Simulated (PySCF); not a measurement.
Compound: [FeO3N]- (charge -1 and singlet state).
Geometry (PBE0-D3(BJ)/def2-SVP, Å), atoms numbered from 1 in this order:
```
atom  x, y, z in Å
Fe1   -0.0022   -0.0043   -0.0021
O2    -0.0671   -0.1854    1.5890
O3     1.5223    0.0672   -0.4896
O4    -0.7841    1.3253   -0.4371
N5    -0.6689   -1.2028   -0.6602
```

The closed-shell ground state was solved at several levels (PySCF, density fitting, gas phase, non-relativistic). The geometry's basis has no diffuse functions, a weakness for an anion. No diffuse functions stand in pcJ-1 (pcSseg-1 on Fe) and pcSseg-1 (pcSseg-2 on Fe), which bears on an anion's orbital energies.

```
                          level  basis functions  HOMO (eV)  LUMO (eV)  gap (eV)
 PBE0/pcSseg-1 (pcSseg-2 on Fe)              141      -2.27       1.38      3.65
     PBE/pcJ-1 (pcSseg-1 on Fe)              153      -0.63       0.90      1.53
  PBE/pcSseg-1 (pcSseg-2 on Fe)              141      -0.65       0.94      1.59
B3LYP/pcSseg-1 (pcSseg-2 on Fe)              141      -1.99       1.23      3.22
```

(1) What might CAM-B3LYP/def2-SVPD (123 basis functions) give for the same quantities?

(2) Over all these levels, which gives the widest orbital gap and which the narrowest?

(3) In the pcSseg-1 (pcSseg-2 on Fe) basis, how does the gap go with the fixed share of exact exchange?

Results:

(1) HOMO -4.10 eV, LUMO 1.82 eV, gap 5.92 eV.

(2) CAM-B3LYP/def2-SVPD (range-separated hybrid) has the widest, 5.92 eV, and PBE/pcJ-1 (pcSseg-1 on Fe) (GGA) the narrowest, 1.53 eV. Functional and basis both differ between the two, so the spread mixes both effects.

(3) PBE (0 %) 1.59 eV; B3LYP (20 %) 3.22 eV; PBE0 (25 %) 3.65 eV. Each rise in the share widens the gap here.
